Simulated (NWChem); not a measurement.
Molecule: diantimony (Sb$_{2}$); SMILES [Sb]#[Sb]

Program: NWChem. The geometry was optimised at PBE0/def2-SVP. def2 effective core potentials on Sb; no spin-orbit coupling. Vertical excitations in the gas phase; the lowest state need not have the same character in each row.

| level | lowest excitation, singlet (eV) | oscillator strength of that lowest state | orbital gap (eV) |
|---|---|---|---|
| PBE/def2-SVP, full TDDFT | 2.37 | 0.000 | 2.37 |
| B3LYP/def2-SVP, full TDDFT | 2.17 | 0.000 | 3.42 |
| LDA (Slater exchange, VWN5)/def2-SVP, full TDDFT | 2.35 | 0.000 | 2.35 |
| LRC-wPBEh/def2-SVP, full TDDFT | 1.95 | 0.000 | 6.91 |
